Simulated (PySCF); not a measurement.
An unknown shows these calculated signals:

1H NMR (500 MHz, computed): δ 9.30 (d, 1H), 8.32 (d, 1H), 5.38 (s, 2H), 4.89 (br s, 1H), 4.70 (br s, 1H), 3.66 (s, 3H).

13C{1H} NMR (computed): δ 200.2 (CH), 175.7 (CH), 170.5 (C), 99.8 (CH2), 55.9 (CH3).

[PySCF 2.14.0 with density-fitted response routines: PBE0/pcSseg-1 with gauge-including orbitals; coordinates at the GFN2-xTB level; no solvent model; no relativistic terms; one conformer; equivalent nuclei averaged]

References, each an isolated molecule treated in the same way: 1H (σ = 31.72 ppm), 13C (σ = 186.93 ppm) vs TMS.

Problem. Which of these does the molecule contain: an aldehyde, a nitrile, a non-aromatic C=C double bond, an N-methyl group, a carboxylic acid, a methoxy group?

Solution. 
- An aldehyde: yes (δC 200.2; δH 9.30 (d)).
- A nitrile: no.
- A non-aromatic C=C double bond: yes.
- An N-methyl group: no.
- A carboxylic acid: no.
- A methoxy group: yes (δC 55.9; δH 3.66 (s)).

The data belong to `InChI=1S/C5H9NO2Si/c1-5(8-2)9-6-3-4-7/h3-4H,1,9H2,2H3/b6-3+`; they needn't prove each group on their own.

Carbon signals by region: 3 in the far downfield region (above 160 ppm), 2 at 50–100 ppm. Above 160 ppm: 200.2, aldehyde carbonyl carbon, 175.7, C=N carbon, 170.5, alkene carbon bearing oxygen.

Shifts are as computed. Against solution values, carbons near 30 ppm lie about +3 ppm off and those near 130 ppm about +5 ppm. Of 1309 compounds with measured shifts, 239 miss one by over three times the rms of a fit or turn the order of signals round; such compounds aren't used in these exercises. No couplings were computed; multiplicities are counted from neighbouring protons, with m where these are inequivalent, close in shift, in a saturated or five-membered ring or joined by F or P, and br s for small geminal =CH2 splittings.
